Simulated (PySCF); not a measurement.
Assignment exercise: C6H12OSi2

Geometry (Å), atoms numbered from 1 in this order:
```xyz
21

O    -3.901   -1.220   -0.329
C    -2.818   -0.784   -0.068
C    -2.127    0.533   -0.343
C    -1.017    0.107    0.646
C     0.404    0.254    0.176
Si    0.820    1.916   -0.633
C     1.297   -0.719    0.372
Si    3.108   -0.748   -0.130
C    -1.639   -1.308    0.719
H    -1.785    0.607   -1.375
H    -2.704    1.424   -0.104
H    -1.121    0.635    1.598
H    -0.152    2.909   -0.163
H     2.168    2.334   -0.250
H     0.716    1.798   -2.091
H     0.957   -1.617    0.883
H     3.918   -0.028    0.858
H     3.290   -0.151   -1.455
H     3.528   -2.153   -0.163
H    -1.863   -1.716    1.703
H    -1.086   -2.054    0.149
```

[PySCF: GFN2-xTB structure; σ from GIAO-PBE0/pcSseg-1; non-relativistic Hamiltonian; in vacuum; one computed conformer; rapidly exchanging positions averaged]

Scale: 13C (186.93 ppm) and 1H (31.72 ppm) against TMS (reference shieldings calculated alike).

Q: Assign these signals to the numbered atoms. 13C{1H} NMR (computed): δ 209.0 (C), 171.4 (C), 141.5 (CH), 53.2 (CH2), 36.7 (CH).

A: 
| δ (ppm) | atoms | environment | reason |
| --- | --- | --- | --- |
| 209.0 | C2 | ketone carbonyl carbon | low-lying n→π* states of the double bond to the heteroatom give a large paramagnetic term (-279 ppm) |
| 171.4 | C5 | fully substituted alkene carbon | – |
| 141.5 | C7 | alkene CH | an sp2 carbon of a C=C bond |
| 53.2 | C3/C9 | sp3 CH2 α to a carbonyl | α to the electron-withdrawing carbonyl group |
| 36.7 | C4 | allylic sp3 CH | a saturated carbon with 3 carbon neighbours and no heteroatom attached |

Q: Assign these signals to the numbered atoms. 1H NMR (600 MHz, computed): δ 6.79 (q, 1H), 4.28 (s, 3H), 4.24 (d, 3H), 3.19 (m, 2H), 3.12 (m, 1H), 2.96 (m, 2H).

A: 
6.79 → H16, hydrogen on an alkene CH: attached to an sp2 carbon and in the plane of the double bond
4.28 → H13/H14/H15, hydrogen on a silicon bonded to C
4.24 → H17/H18/H19, hydrogen on a silicon bonded to C
3.19 → H11/H20, hydrogen on an sp3 CH2 α to a carbonyl: α to C=O
3.12 → H12, hydrogen on an allylic sp3 CH: allylic position
2.96 → H10/H21, hydrogen on an sp3 CH2 α to a carbonyl: α to C=O

H13/H14/H15 and H17/H18/H19; H11/H20 and H12 lie closer than the usual error of such a calculation, so a measured spectrum could show them in the other order.

Shifts are as computed. Against solution values, carbons near 30 ppm lie about +3 ppm off and those near 130 ppm about +5 ppm. Of 1309 compounds with measured shifts, 239 miss one by over three times the rms of a fit or turn the order of signals round; such compounds aren't used in these exercises. No couplings were computed; multiplicities are counted from neighbouring protons, with m where these are inequivalent, close in shift, in a saturated or five-membered ring or joined by F or P, and br s for small geminal =CH2 splittings.
